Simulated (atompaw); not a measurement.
# Before and after: PAW (atompaw) potential for La

```json
{"Element": "La (Z = 57)", "Generator": "atompaw 4.2.0.5", "Type": "PAW", "Functional": "PBE", "Relativity": "scalar-relativistic", "Frozen core": "[Kr] 4d10", "Valence charge": "11", "Reference configuration": "4f0 5s2 5p6 5d1 6s0 6p0 (charge +2)", "Partial waves": "5s (bound): rc 2.65 bohr; 6s (bound, empty): rc 2.90 bohr; 5p (bound): rc 2.35 bohr; 6p (bound, empty): rc 3.00 bohr; 5d (bound): rc 3.00 bohr; 5d channel at 1.65 Ry: rc 3.00 bohr; 4f (bound, empty): rc 1.95 bohr; 4f channel at -0.45 Ry: rc 1.95 bohr", "Local potential": "bessel scheme, radius 2.85 bohr", "Core correction": "smooth core density matched at 2.50 bohr", "Augmentation charge": "sinc compensation charge, radius 2.90 bohr; PAW radius 3.00 bohr; waves and projectors: custom rrkj gramschmidtortho"}
```

Change: wave 5d channel at 1.65 Ry: rc 3.00 bohr becomes 5d channel at -0.85 Ry: rc 3.00 bohr.

Cutoffs: the cutoffs (Ry, on a coarse ladder) from which the occupation-weighted sum of valence levels, in a spherical-Bessel basis at the reference potential, stays within 10 and 1 mRy of its value at 400 Ry; they do not see the model core or the augmentation charge, which bear on the density cutoff.

**Question.** What does the change do?

**Answer.** The potential gets neither clearly harder nor softer (15 Ry and 25 Ry → 15 Ry and 25 Ry); the p channel sets the loose cutoff, while the largest relative change is in d, which becomes softer; the range in which the d phases agree narrows (upper end at the end of the scan → 1.6); neither file shows a bound ghost.

| quantity | base | changed |
| --- | --- | --- |
| cutoff, loose | 15 Ry | 15 Ry |
| cutoff, tight | 25 Ry | 25 Ry |
| loose cutoff by channel (10 mRy a level) | s 8 Ry, p 12 Ry, d 10 Ry | s 8 Ry, p 12 Ry, d 8 Ry |
| bound ghosts | none | none |
| s: phases at 3.00 bohr within 0.05 rad from the reference energy up to (Ry; the scan ends near 5) | 2.2 | 2.2 |
| p: phases at 3.00 bohr within 0.05 rad from the reference energy up to (Ry; the scan ends near 5) | to the end of the scan | to the end of the scan |
| d: phases at 3.00 bohr within 0.05 rad from the reference energy up to (Ry; the scan ends near 5) | to the end of the scan | 1.6 |
| f: phases at 3.00 bohr within 0.05 rad from the reference energy up to (Ry; the scan ends near 5) | 3.2 | 3.2 |
| lowest overlap eigenvalue by channel | s 0.12, p 0.09, d 0.84, f 0.54 | s 0.12, p 0.09, d 0.76, f 0.54 |

Base: The cutoffs count occupied waves only; the empty 4f level needs 30 Ry at the loose tolerance. Changed file: The cutoffs count occupied waves only; the empty 4f level needs 30 Ry at the loose tolerance. The cutoffs see the waves, projectors and local potential, not the compensation charge or the core.
